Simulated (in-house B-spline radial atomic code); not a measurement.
Ionisation energies along the 4-electron series, configuration [He] 2s2, as differences of self-consistent energies. Dirac energy differences include first-order Breit, QED and recoil terms. NIST's values go from ground level to ground level; the uncertainty of those that are theory runs from under 0.1 % in few-electron ions to several per cent in heavy many-electron ones. Computed with a radial B-spline atomic code at the basis-set limit: Dirac-Hartree-Fock, average of the configuration, finite nuclei.

```
  ion  configuration after  ionisation energy (eV)  IE/(q+1)² (eV)  -ε less Coulomb ΔSCF (eV)  Breit and QED recoil part (eV)  tabulated value (eV)  tabulated kind  computed minus tabulated (eV)
   Be             [He] 2s1                     8.0          8.0449                     0.3713                     -0.00092554              9.322699        measured                           -1.3
   B+             [He] 2s1                    23.4          5.8622                    0.33322                      -0.0028593              25.15483        measured                           -1.7
  C2+             [He] 2s1                    45.8          5.0884                    0.31633                      -0.0062647              47.88778        measured                           -2.1
  N3+             [He] 2s1                    75.0          4.6886                    0.30711                       -0.011244               77.4735        measured                           -2.5
  O4+             [He] 2s1                   111.1          4.4436                    0.30145                       -0.018349               113.899        measured                           -2.8
  F5+             [He] 2s1                   154.0          4.2782                    0.29771                       -0.027786              157.1631        measured                           -3.1
 Ne6+             [He] 2s1                   203.8          4.1589                    0.29512                       -0.040774               207.271        measured                           -3.5
 Mg8+             [He] 2s1                   323.9          3.9989                     0.2919                       -0.077384                327.99  semi-empirical                           -4.1
 Al9+             [He] 2s1                   394.3          3.9429                     0.2909                        -0.10196                398.65  semi-empirical                           -4.4
Si10+             [He] 2s1                   471.6          3.8971                    0.29017                        -0.13223               476.273  semi-empirical                           -4.7
 P11+             [He] 2s1                   555.7          3.8592                    0.28964                        -0.16748                560.62  semi-empirical                           -4.9
 S12+             [He] 2s1                   646.8          3.8274                    0.28928                        -0.20953                651.96  semi-empirical                           -5.1
Cl13+             [He] 2s1                   744.9          3.8003                    0.28905                        -0.25762                750.23  semi-empirical                           -5.4
Ar14+             [He] 2s1                   849.9          3.7772                    0.28893                        -0.31237                 855.5  semi-empirical                           -5.6
 K15+             [He] 2s1                   961.9          3.7573                     0.2889                        -0.37685                 967.7  semi-empirical                           -5.8
Ca16+             [He] 2s1                  1080.9            3.74                    0.28896                        -0.44916                1086.8  semi-empirical                           -5.9
Sc17+             [He] 2s1                  1206.9           3.725                    0.28909                        -0.52908                1213.1  semi-empirical                           -6.2
Ti18+             [He] 2s1                  1340.0          3.7119                    0.28928                        -0.61931                1346.3  semi-empirical                           -6.3
 V19+             [He] 2s1                  1480.2          3.7004                    0.28954                        -0.71976                1486.7  semi-empirical                           -6.5
Cr20+             [He] 2s1                  1627.5          3.6904                    0.28985                        -0.83168                1634.1  semi-empirical                           -6.6
Mn21+             [He] 2s1                  1781.9          3.6816                    0.29021                        -0.95442                1788.7  semi-empirical                           -6.8
Fe22+             [He] 2s1                  1943.5           3.674                    0.29062                         -1.0899                1950.4  semi-empirical                           -6.9
```

Task: How far is this level of theory from the measured and semi-empirical values?

Result: Over those 22 rows the differences run from -6.85 to -1.28 eV (mean absolute value 4.6 eV). The calculation leaves out correlation and, in open shells, the multiplet splittings that an average leaves out.
